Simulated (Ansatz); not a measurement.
`F[SiH](Cl)[NH][GeH2][Cl]` + HI → `[Cl][GeH2][I]` + `N[SiH](F)Cl`  (ligand exchange at a Ge–N bond)

Calculated with Ansatz (gas phase, PBE0-D4/def2-TZVP geometries, no zero-point term in ΔE). CBS: MP2 limit from def2 TZ/QZ plus the TZ coupled-cluster correction, frozen cores. Functionals use def2-TZVPP. def2 core potentials past Kr. For Ge, I outer-core shells are correlated without core-valence functions, which leaves a few kJ/mol of doubt a bond. Scalar relativity is left out up to krypton. Each species was taken in one conformer, which may not be the lowest.

```
  level  ΔE (kJ/mol)
ωB97M-V        -59.1
    PBE        -70.7
```

**Question.** What does CCSD(T)/CBS give? (Best estimate.)

**Answer.** The calculation gave: -58.3 kJ/mol. The listed levels differ from it by -0.8, -12.4 kJ/mol.

Largest T1 diagnostic among the species: 0.011.

In def2-TZVPP, CCSD(T) changes the Hartree–Fock value by +16.0 kJ/mol (the triples alone add +1.3 kJ/mol) and MP2 by +9.8 kJ/mol. The D4 term adds +8.0 kJ/mol with B3LYP and +4.9 kJ/mol with PBE0; it sums over pairs of atoms, weighted by their polarisabilities, and B3LYP, whose exchange is more repulsive, gets the larger term.

B3LYP here is the variant with VWN-RPA as its local correlation; programs differ in this.
